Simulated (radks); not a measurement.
Neutral phosphorus inside a hard spherical wall (all orbitals vanish at R), configuration held at [Ne] 3s2 3p3 and not refilled when levels cross. All-electron calculation, non-relativistic Kohn-Sham, PBE, spin-unpolarised, spherical densities, point nucleus. Program: a radial shooting solver on a logarithmic mesh with Libxc functionals. Eigenvalues in eV, with the zero of energy where the potential of the charges vanishes at infinity; a dash marks a level that is unbound or too diffuse for the functional's potential to be trusted. A positive occupied level is held by the wall or, in an anion where self-interaction has pushed it up, behind a barrier. The pressure on the wall is -dE/dV.

| R (bohr) | E (hartree) | kinetic (hartree) | e(2s) | e(2p) | e(3s) | e(3p) | e(4s, empty) | e(4p, empty) | pressure (GPa) |
|---|---|---|---|---|---|---|---|---|---|
| free | -341.04698 | 340.574 | -173.06 | -124.51 | -13.895 | -5.518 | - | - | 0 |
| 12 | -341.04698 | 340.574 | -173.06 | -124.51 | -13.894 | -5.516 | -0.123 | 1.120 | 0.000181 |
| 8 | -341.04556 | 340.586 | -172.94 | -124.39 | -13.805 | -5.426 | 1.388 | 3.751 | 0.0660 |
| 5 | -340.97798 | 340.968 | -170.66 | -122.10 | -12.263 | -3.658 | 11.112 | 16.406 | 8.79 |
| 3.5 | -340.45461 | 343.112 | -162.45 | -113.80 | -6.233 | 3.635 | 39.511 | 47.685 | 172 |
| 3 | -339.75448 | 345.469 | -155.67 | -106.92 | -0.094 | 10.882 | 64.977 | 73.994 | 540 |
| 1.5 | -319.73213 | 393.895 | -89.830 | -38.318 | 135.50 | 148.84 | 469.04 | 451.30 | 51900 |
